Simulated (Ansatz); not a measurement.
Species: BHBr₂, charge 0, singlet. BHBr2 (SMILES BrBBr).
B3LYP-D3(BJ)/def2-TZVP minimum from Ansatz (a program for electronic structure):
```xyz
4

B     -0.6279    -0.3892    -0.3974
H     -1.5111    -0.9367    -0.9564
Br    -0.3438     1.4658    -0.7050
Br     0.4767    -1.3835     0.7891
```
Charge 0, spin multiplicity 1.

Total energies in cc-pVDZ, 18 correlated electrons, 29 frozen orbitals. UHF or UKS for unpaired electrons; spin-orbit terms are left out. Correlated methods leave the cores frozen (noble-gas shells, and filled d and f shells in the p block). No relativity. Spin-orbit terms, left out, reach several kcal/mol for Br and I, and more for heavier atoms.

```json
[
 {"method": "HF", "program": "Ansatz", "energy (Eh)": "-5170.10415", "minus CCSDT(Q) (mEh)": "352.03"},
 {"method": "MP2", "program": "Ansatz", "energy (Eh)": "-5170.41677", "minus CCSDT(Q) (mEh)": "39.42"},
 {"method": "CCSD", "program": "Ansatz", "energy (Eh)": "-5170.44546", "minus CCSDT(Q) (mEh)": "10.72"},
 {"method": "CCSD(T)", "program": "Ansatz", "energy (Eh)": "-5170.45477", "minus CCSDT(Q) (mEh)": "1.41"},
 {"method": "CCSDT(Q)", "program": "Ansatz", "energy (Eh)": "-5170.45618", "minus CCSDT(Q) (mEh)": "0.00"}
]
```

Rough core times of Ansatz's runs on a shared machine: CCSD(T) under 20 s, CCSDT(Q) 40 s.
